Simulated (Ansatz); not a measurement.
`C[SiH]([AlH2])[SiH3]` + H–F → `C[SiH](F)[SiH3]` + `[AlH3]` at 298.15 K and 1 bar (cleavage of the Si–Al bond).

Isolated molecules relaxed with PBE0-D4/def2-TZVP in Ansatz; ΔE leaves out vibrations. CCSD(T)/CBS is the MP2 limit (def2-TZVPP, def2-QZVPP) plus CCSD(T) − MP2 in def2-TZVPP, frozen cores. This one scheme is used for every species.

| species | CCSD(T)/CBS energy (Eh) | H − E (kJ/mol) | S (J/(mol·K)) |
| --- | --- | --- | --- |
| `C[SiH]([AlH2])[SiH3]` | -863.62045 | 247.0 | 397.7 |
| H–F | -100.39570 | 33.5 | 173.6 |
| `C[SiH](F)[SiH3]` | -720.28056 | 213.7 | 349.9 |
| `[AlH3]` | -243.78045 | 58.9 | 207.5 |

H − E and S are ideal-gas, rigid-rotor, harmonic terms from PBE0-D4/def2-TZVP, for one conformer and one mirror image of each species. 1 Eh = 2625.50 kJ/mol, R = 8.31446 J/(mol·K).

Question: By hand: ΔE, ΔH, ΔS and ΔG.

Answer: ΔE = (-720.28056) + (-243.78045) − (-863.62045) − (-100.39570) = -0.04486 Eh = -117.8 kJ/mol. Δ(H − E) = 213.7 + 58.9 − 247.0 − 33.5 = -7.9, so ΔH = -125.7 kJ/mol. ΔS = 349.9 + 207.5 − 397.7 − 173.6 = -13.9 J/(mol·K). ΔG = -125.7 − 298.15 × (-13.9)/1000 = -121.6 kJ/mol.

Question: By hand: the equilibrium constant, and the temperature at which ΔG would vanish if ΔH and ΔS stayed fixed.

Answer: log₁₀ K = −ΔG/(RT ln 10) = 21.3. ΔG = 0 at ΔH/ΔS = 9043 K, far beyond where these terms or the molecules hold.

The number of gas molecules stays the same, so ΔS is small and ΔH decides. A doubt of 5 kJ/mol in ΔE shifts log₁₀ K by 0.9 here. Other conformers and mirror images would add mixing entropy, several J/(mol·K) or more a flexible species. These are equilibria of isolated gas molecules and say nothing of rates. Largest T1 diagnostic: 0.012 (customary marks: 0.02 for closed shells, 0.045 for open ones).
